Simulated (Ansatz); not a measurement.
`N[SiH](Cl)Cl` + `O[SiH3]` → `[SiH3]O[SiH](Cl)Cl` + NH₃ at 500 K and 1 bar (ligand exchange at the Si–N bond).

Gas-phase electronic energies from Ansatz, PBE0-D4/def2-TZVP geometries. CBS: MP2 limit from def2 TZ/QZ plus the TZ coupled-cluster correction, frozen cores. This one scheme is used for every species. One conformer a species, not always the lowest.

```json
{"species": "`N[SiH](Cl)Cl`", "CCSD(T)/CBS energy (Eh)": "-1265.28357", "H − E (kJ/mol)": "139.5", "S (J/(mol·K))": "380.6"}
{"species": "`O[SiH3]`", "CCSD(T)/CBS energy (Eh)": "-366.69042", "H − E (kJ/mol)": "127.5", "S (J/(mol·K))": "292.9"}
{"species": "`[SiH3]O[SiH](Cl)Cl`", "CCSD(T)/CBS energy (Eh)": "-1575.48976", "H − E (kJ/mol)": "161.7", "S (J/(mol·K))": "461.9"}
{"species": "NH₃", "CCSD(T)/CBS energy (Eh)": "-56.50880", "H − E (kJ/mol)": "108.2", "S (J/(mol·K))": "211.8"}
```

H − E and S are ideal-gas, rigid-rotor, harmonic terms from PBE0-D4/def2-TZVP, for one conformer and one mirror image of each species. 1 Eh = 2625.50 kJ/mol, R = 8.31446 J/(mol·K).

By hand: ΔE, ΔH, ΔS and ΔG.

ΔE = (-1575.48976) + (-56.50880) − (-1265.28357) − (-366.69042) = -0.02457 Eh = -64.5 kJ/mol. Δ(H − E) = 161.7 + 108.2 − 139.5 − 127.5 = 2.9, so ΔH = -61.6 kJ/mol. ΔS = 461.9 + 211.8 − 380.6 − 292.9 = 0.2 J/(mol·K). ΔG = -61.6 − 500 × (0.2)/1000 = -61.7 kJ/mol.

By hand: the equilibrium constant, and the temperature at which ΔG would vanish if ΔH and ΔS stayed fixed.

log₁₀ K = −ΔG/(RT ln 10) = 6.4. ΔH and −TΔS have one sign here, so there is no such temperature. One of them is within its doubt of zero, so this could turn.

The number of gas molecules stays the same, so ΔS is small and ΔH decides. A doubt of 5 kJ/mol in ΔE shifts log₁₀ K by 0.5 here. Other conformers and mirror images would add mixing entropy, several J/(mol·K) or more a flexible species. Modes under 60 cm⁻¹, often nearly free rotors, make the harmonic entropy too high. These are equilibria of isolated gas molecules and say nothing of rates. Largest T1 diagnostic: 0.011 (customary marks: 0.02 for closed shells, 0.045 for open ones).
